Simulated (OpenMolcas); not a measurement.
## Mo+: CASPT2 settings compared

| Property | Result |
| --- | --- |
| Program | OpenMolcas 26.06 |
| Basis | ANO-R1 [6s4p3d1f] |
| Scalar Hamiltonian | X2C, finite nucleus |
| Active space | 5 electrons in 6 orbitals (4d 5s) |
| State averaging | 2S+1 = 6 even, 6 roots; 2S+1 = 4 even, 40 roots kept (CI in the orbitals of an earlier block); 2S+1 = 2 even, 13 roots kept (CI in the orbitals of an earlier block, 0 in the spin-orbit step) |
| Spin-orbit coupling | state interaction with AMFI integrals over the reference wave functions, term energies averaged over their components |

Methods on the same reference wave functions:
A. CASSCF
B. SS-CASPT2, IPEA 0.3 Eh, imaginary shift 0.25 Eh (closed shells correlated: none)
C. SS-CASPT2, IPEA 0.35 Eh, sigma1 regulariser 0.3 Eh (closed shells correlated: 3d 4s 4p)
D. MS-CASPT2, IPEA 0.35 Eh, sigma1 regulariser 0.3 Eh (closed shells correlated: 3d 4s 4p)
E. XMS-CASPT2, IPEA 0.6 Eh, real shift 0.4 Eh (closed shells correlated: 4s 4p)

Energies in cm⁻¹ above 4d⁵ ⁶S_5/2, the measured ground level; measured values from NIST Handbook of Basic Atomic Spectroscopic Data.

```
               Level      A      B      C      D      E  Measured
          4d⁵ ⁶S_5/2    0.0    0.0    0.0    0.0    0.0       0.0
       4d⁴ 5s ⁶D_1/2   9951  14560  12610  12610  11130     11783
       4d⁴ 5s ⁶D_3/2  10157  14780  12820  12820  11340     12034
       4d⁴ 5s ⁶D_5/2  10492  15130  13170  13170  11680     12417
       4d⁴ 5s ⁶D_7/2  10945  15590  13630  13630  12140     12900
       4d⁴ 5s ⁶D_9/2  11503  16150  14180  14180  12690     13461
4d⁴ 5s ⁴D_1/2 [52 %]  20036  20320  18560  18420  17900          
4d⁴ 5s ⁴D_3/2 [53 %]  20140  20780  18560  18360  17910          
          4d⁵ ⁴G_5/2  20992  19520  18270  18270  18370     15199
          4d⁵ ⁴G_7/2  21006  19530  18290  18290  18380     15331
          4d⁵ ⁴G_9/2  21026  19560  18310  18310  18400     15428
         4d⁵ ⁴G_11/2  21054  19580  18340  18340  18430     15447
       4d⁴ 5s ⁴D_7/2  21137  21070  19730  19380  18800          
   4d⁵ ⁴P_1/2 [51 %]  22274  19680  19560  19590  19800          
   4d⁵ ⁴P_3/2 [52 %]  22560  19610  19940  20010  20150
```

Deviations, from unrounded energies. A percentage is the sum of absolute deviations over the sum of measured energies, with the sign that they share, or ± where signs differ.

| Against measurement | Levels | A | B | C | D | E |
| --- | --- | --- | --- | --- | --- | --- |
| mean absolute deviation (cm-1) | 9 | 3600 | 3400 | 1700 | 1700 | 1800 |
| other terms of the ground configuration (%) | 4 | +36.9 | +27.3 | +19.2 | +19.2 | +19.8 |
| other configurations (%) | 5 | -15.3 | +21.7 | +6.1 | +6.1 | -5.8 |

C, D, E lie about equally close to measurement and A furthest from it. The largest miss of C in the table is 4d⁵ ⁴G_5/2, by +3100 cm-1. The ranking rests on the paired levels alone, and a cruder setting can come out closer through cancelling errors.

Among B to E the level of the table that moves most is 4d⁴ 5s ⁶D_7/2, by 3500 cm-1 (lowest in E, highest in B). Moves below CASPT2's spread within the term are not significant.

The two smallest mean deviations differ by little beside CASPT2's spread within terms, so their order carries little weight.

From A to B the spin-free energies of the other terms of 4d⁵ shown, above ⁶S, scale by factors of 0.90 to 0.93, as is usual when dynamic correlation screens the repulsion within a d or f shell.

The lowest spin-free term lies below A's lowest term by 0.064 hartree in B, 0.242 hartree in C, 0.242 hartree in D, 0.216 hartree in E.

CASPT2 breaks the degeneracy within a term, and the mean is taken; among the terms shown or strongly mixed into the levels shown the widest spread is 890 cm-1 (4d⁵ ⁴G, E). Some high roots are left out of the spin-orbit mixing, which shifts the levels that they would mix with. Terms from blocks run as CI alone lack orbitals of their own. Configurations are named by rounded mean occupations; where the s occupation lies near a half they are strongly mixed, a name can repeat and a true partner stay unpaired. A single d shell beside an s shell can misplace configurations of different d count against each other. Without dynamic correlation excited terms often stand tens of per cent too high (terms of higher spin than the ground term too low), and those without a measured partner can miss by more than the paired ones (holds for A). Some terms miss by over 15 % even with CASPT2, which points to a basis or an active space too small for the shells correlated (holds for B; C; D; E). The CASPT2 spread within a term exceeds the gap to the next term for 4d⁵ ⁴G and 4d⁴ 5s ⁴D, so the order of their levels is uncertain, and so are names and mixing where such terms share a J (holds for E). Measured partners are found by configuration, term and J. A level has none where our copy of the source lacks it or the pairing is in doubt (some pairs that miss far off the trend of their configuration count as doubtful), and it then counts in no deviation. Levels of configurations outside the active space are missing. Levels that lie high or do not pair safely by name in every column are left out.

A share in square brackets marks a mixed level and gives the weight of the term that names it, the lowest over the columns.
